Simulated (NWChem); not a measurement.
Species: hydrogen selenide (H2Se); SMILES [SeH2]

```xyz
3

Se     0.0000     0.0000     0.0570
H      1.0476     0.0000    -0.9692
H     -1.0476     0.0000    -0.9692
```
Atoms are numbered in this order, from 1.

Coordinates come from a PBE0-D3(BJ)/def2-TZVP optimisation.

Symmetry labels are those of C2v in the frame above (b1 and b2, or b-type labels, depend on it). States above −ε(HOMO) = 5.9 eV lie in this functional's continuum and hang on the basis.

**Question.** List the 6 lowest vertical singlet excitations and the 6 lowest triplet ones from PBE/aug-cc-pVDZ, TDA (NWChem).

**Answer.** 
```
state  energy (eV)  oscillator strength  symmetry  leading excitation (squared amplitude)
-----  -----------  -------------------  --------  --------------------------------------
S1            5.05                0.060        b2                      HOMO → LUMO (0.99)
S2            5.20                0.000        a2                    HOMO → LUMO+1 (1.00)
S3            6.60                0.000        a2                    HOMO → LUMO+2 (1.00)
S4            7.01                0.000        b2                    HOMO → LUMO+3 (0.98)
S5            7.54                0.008        a1                    HOMO → LUMO+4 (0.96)
S6            7.88                0.043        b2                    HOMO → LUMO+5 (0.90)
T1            4.71       spin-forbidden        b2                      HOMO → LUMO (1.00)
T2            4.71       spin-forbidden        a2                    HOMO → LUMO+1 (1.00)
T3            6.56       spin-forbidden        a2                    HOMO → LUMO+2 (1.00)
T4            6.89       spin-forbidden        b2                    HOMO → LUMO+3 (0.92)
T5            6.99       spin-forbidden        a1                    HOMO → LUMO+4 (1.00)
T6            7.11       spin-forbidden        b1                  HOMO−1 → LUMO+1 (0.96)
```
